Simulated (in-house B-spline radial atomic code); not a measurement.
# Excitations of the fluorine ion F⁷⁺ by several methods

Full response, energies in eV; labels give the largest channel, * marks a mixed state, a dash one above the method's threshold, and an imaginary frequency an unstable closed-shell reference. Computed with a B-spline radial code for spherical atoms: linear response of the closed shell 1s2 with each method's own kernel (bare exchange for TDHF, static screening on G0W0 levels for BSE, the adiabatic kernel for functionals); scalar-relativistic (spin-free one-electron X2C), finite nucleus, no spin-orbit coupling, no double excitations, S, P, D and F terms only.

```tsv
method	1s → 2s 3S	1s → 2p 3P	1s → 2s 1S	α (bohr³)
TDHF	722.77	731.69	732.53	0.001612
BSE on G0W0@HF	722.72	731.38	732.37	0.00161
LDA VWN5	700.31	710.38	708.21	0.001671
PBE	703.13	713.24	711.70	0.001651
PBE0	708.36	718.15	717.19	0.00164
B3LYP (VWN-RPA)	?	?	?	?
CAM-B3LYP	699.18	710.35	712.72	0.001641
LC-wPBE	701.81	712.35	710.21	0.001651
wB97X	?	?	?	?
HSE06	708.46	718.21	717.30	0.00164
BHandHLYP	703.43	714.40	718.78	0.00163
BLYP	693.60	705.05	708.19	0.001649
PBEsol	701.38	711.57	709.85	0.001659
BP86	704.51	714.84	712.68	0.001645
LDA exchange-only	697.87	708.04	706.47	0.001675
B97-1	707.51	718.02	716.82	0.00164
RPBE	703.18	713.40	711.76	0.001648
OLYP	692.21	704.20	706.90	0.001648
```

Problem. What does wB97X give?

Solution. 1s → 2s 3S: 708.61; 1s → 2p 3P: 719.67; 1s → 2s 1S: 717.67; α: 0.00163 (eV, bohr³).

Problem. What does B3LYP (VWN-RPA) give?

Solution. 1s → 2s 3S: 699.45; 1s → 2p 3P: 710.43; 1s → 2s 1S: 713.05; α: 0.001642 (eV, bohr³).
